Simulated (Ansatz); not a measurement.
`NB(Cl)CF` → `NBCl` + `[CH]F` at 600 K and 1 bar (formal loss of a carbene).

Computed with Ansatz on PBE0-D4/def2-TZVP structures; ΔE is electronic, products minus reactants. CCSD(T)/CBS adds triple-zeta CCSD(T) − MP2 to the extrapolated MP2 energy (def2 sets, frozen cores). This one scheme is used for every species. Each species was taken in one conformer, which may not be the lowest.

```csv
species,CCSD(T)/CBS energy (Eh),H − E (kJ/mol),S (J/(mol·K))
`NB(Cl)CF`,-679.61374,218.0,408.6
`NBCl`,-541.16722,143.2,318.2
`[CH]F`,-138.29972,54.0,249.2
```

H − E and S are ideal-gas, rigid-rotor, harmonic terms from PBE0-D4/def2-TZVP, for one conformer and one mirror image of each species. 1 Eh = 2625.50 kJ/mol, R = 8.31446 J/(mol·K).

Task: By hand: ΔE, ΔH, ΔS and ΔG.

Result: ΔE = (-541.16722) + (-138.29972) − (-679.61374) = 0.14680 Eh = 385.4 kJ/mol. Δ(H − E) = 143.2 + 54.0 − 218.0 = -20.8, so ΔH = 364.6 kJ/mol. ΔS = 318.2 + 249.2 − 408.6 = 158.8 J/(mol·K). ΔG = 364.6 − 600 × (158.8)/1000 = 269.3 kJ/mol.

Task: By hand: the equilibrium constant, and the temperature at which ΔG would vanish if ΔH and ΔS stayed fixed.

Result: log₁₀ K = −ΔG/(RT ln 10) = -23.4. ΔG = 0 at ΔH/ΔS = 2296 K.

The number of gas molecules changes by +1, which sets the sign of ΔS. A doubt of 5 kJ/mol in ΔE shifts log₁₀ K by 0.4 here. Other conformers and mirror images would add mixing entropy, several J/(mol·K) or more a flexible species. Modes under 60 cm⁻¹, often nearly free rotors, make the harmonic entropy too high. These are equilibria of isolated gas molecules and say nothing of rates. Largest T1 diagnostic: 0.018 (customary marks: 0.02 for closed shells, 0.045 for open ones).
